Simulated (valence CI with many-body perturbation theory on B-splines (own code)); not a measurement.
**Yb XL: one-electron terms**

Computed by configuration interaction combined with many-body perturbation theory (CI+MBPT): three valence electrons over a frozen Dirac-Fock core [Ar] 3d10, radial functions for each j: 11 s, 11 p, 9 d, 7 f, 5 g, 2 h, 1 i, with the one-electron correlation potential Σ1 (screened to all orders), the two-electron term Σ2, the three-electron term Σ3, Breit, model QED; selected single and double excitations, second order for the rest (own B-spline code, finite nucleus).

No measured spectrum was set against this ion. As an estimate, large intervals hold to a few tenths of a per cent, small ones and those within an open d or f shell to about a per cent.

These are the spectroscopic orbitals of the CI (the correlating ones are not listed), shaped by the core and the other valence electrons. h is the expectation value of the core's Dirac-Fock operator, without the valence repulsion; Σ1 is computed up to l = 3 at one energy for each symmetry, that of its lowest orbital but kept below the first core excitation, so for empty shells it is not the orbital's own correlation shift; Breit and QED include the response of the core.

```
Orbital  h (hartree)  Σ1 (cm⁻¹)  Breit (cm⁻¹)  QED (cm⁻¹)  ⟨r⟩ (bohr)
  4s1/2      -74.825     -14255         11248        8493      0.4299
  5s1/2      -44.689      -5207          5046        3890      0.7204
  6s1/2      -29.729      -2532          2637        2072       1.088
  7s1/2      -21.205      -1446          1569        1239       1.530
  4p1/2      -71.579     -15072         17637         204      0.4272
  5p1/2      -43.114      -5554          7966         100      0.7262
  6p1/2      -28.856      -2756          4264        55.8       1.100
  7p1/2      -20.673      -1589          2564        34.2       1.548
  4p3/2      -68.784     -13214         10561         982      0.4459
  5p3/2      -41.808      -5091          4808         457      0.7499
  6p3/2       -28.14      -2574          2799         250       1.129
  7p3/2      -20.238      -1500          1690         152       1.582
  4d3/2      -63.702     -14945          7836        -430      0.4339
  5d3/2      -39.394      -5693          3655        -191      0.7501
  6d3/2      -26.806      -2889          2006        -103       1.140
  4d5/2      -63.102     -14231          4875       -93.2      0.4390
  5d5/2      -39.105      -5427          2188       -32.9      0.7563
  6d5/2      -26.644      -2756          1200       -15.2       1.147
  4f5/2      -57.679     -14295          2957        -256      0.4031
  5f5/2      -36.702      -4689          1303        -124      0.7338
  4f7/2      -57.533     -13773          1125        -139      0.4050
  5f7/2      -36.616      -4520           509       -63.3      0.7362
  5g7/2      -35.425                      117       -26.6      0.6721
  5g9/2      -35.392                    -18.5        -0.5      0.6732
```

Among the shells of the start configuration 4s2 4p1, Σ1 is largest in size for 4p1/2, where it is 0.096 % of h.

Lowest root of each symmetry, sizes in configuration state functions:

```csv
J,Parity,Roots,Reference,Variational,Second order,Change by selected CI (cm⁻¹),Change by second order (cm⁻¹)
1/2,even,7,45,6624,6559,-2107,0
3/2,even,11,74,11803,14893,-1084,-1
5/2,even,12,79,15152,22173,-1831,-1
7/2,even,7,60,14374,21014,-2256,-3
9/2,even,3,41,10291,17739,-3837,-4
1/2,odd,7,47,6237,6928,-2233,0
3/2,odd,12,77,11217,9674,-2156,0
5/2,odd,10,78,12745,21463,-1973,-2
7/2,odd,6,65,10701,24589,-2344,-2
9/2,odd,2,43,8341,19628,-1316,-4
```
